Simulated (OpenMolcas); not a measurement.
# Si: CASPT2 settings compared

```json
{
  "Program": "OpenMolcas",
  "Basis": "ANO-L-VDZP [4s3p1d]",
  "Scalar Hamiltonian": "non-relativistic, point nucleus",
  "Active space": "4 electrons in 4 orbitals (3s 3p)",
  "State averaging": "2S+1 = 3 even, 3 roots; 2S+1 = 1 even, 6 roots kept (CI in the orbitals of an earlier block); 2S+1 = 5 odd, 1 root",
  "Spin-orbit coupling": "state interaction with AMFI integrals over the reference wave functions, term energies averaged over their components"
}
```

Methods on the same reference wave functions:
A. CASSCF
B. SS-CASPT2, IPEA 0.6 Eh, real shift 0.2 Eh (closed shells correlated: none)
C. SS-CASPT2, IPEA 0.5 Eh, real shift 0.15 Eh (closed shells correlated: none)
D. SS-CASPT2, IPEA 0.75 Eh, sigma2 regulariser 0.4 Eh (closed shells correlated: none)

Energies in eV above 3s2 3p2 3P0, the measured ground level; measured values from NIST Handbook of Basic Atomic Spectroscopic Data.

```csv
Level,A,B,C,D,Measured
3s2 3p2 3P0,0.0000,0.0000,0.0000,0.0000,0.0000
3s2 3p2 3P1,0.0085,0.0085,0.0085,0.0085,0.0096
3s2 3p2 3P2,0.0247,0.0247,0.0247,0.0247,0.0277
3s2 3p2 1D2,1.1005,0.833,0.837,0.818,0.7810
3s2 3p2 1S0,1.9270,1.808,1.806,1.797,1.9087
3s 3p3 5S* 2,2.7976,3.278,3.302,3.253,4.1319
```

Deviations, from unrounded energies. A percentage is the sum of absolute deviations over the sum of measured energies, with the sign that they share, or ± where signs differ.

| Against measurement | Levels | A | B | C | D |
| --- | --- | --- | --- | --- | --- |
| mean absolute deviation (cm-1) | 5 | 2700 | 1600 | 1600 | 1700 |
| fine structure of the ground term (%) | 2 | -10.8 | -10.8 | -10.8 | -10.8 |
| other terms of the ground configuration (%) | 2 | +12.6 | ±5.7 | ±5.9 | ±5.5 |
| other configurations (%) | 1 | -32.3 | -20.7 | -20.1 | -21.3 |

B, C, D lie about equally close to measurement and A furthest from it. The largest miss of C in the table is 3s 3p3 5S* 2, by -6700 cm-1. The ranking rests on the paired levels alone, and a cruder setting can come out closer through cancelling errors.

Among B to D the level of the table that moves most is 3s 3p3 5S* 2, by 400 cm-1 (lowest in D, highest in C). Moves below CASPT2's spread within the term are not significant.

From A to B the spin-free energies of the other terms of 3s2 3p2 shown, above 3P, scale by factors of 0.75 to 0.94.

The lowest spin-free term lies below A's lowest term by 0.031 hartree in B, 0.033 hartree in C, 0.029 hartree in D.

CASPT2 breaks the degeneracy within a term, and the mean is taken; among the terms shown or strongly mixed into the levels shown the widest spread is 26 cm-1 (3s2 3p2 1D, D). Terms from blocks run as CI alone lack orbitals of their own. Terms of s pⁿ other than that of highest spin mix with s² pⁿ⁻² d, which this space lacks; all of them can be thousands of cm-1 off, and some have no real level of that name. Without dynamic correlation excited terms often stand tens of per cent too high (terms of higher spin than the ground term too low), and those without a measured partner can miss by more than the paired ones (holds for A). Computed and measured levels are paired by configuration, term and J; levels that our copy of the source lacks, or whose pairing is in doubt (as where it misses far off the trend of its configuration), stay unpaired and out of the deviations. Only configurations of the active space appear.

* marks odd parity.
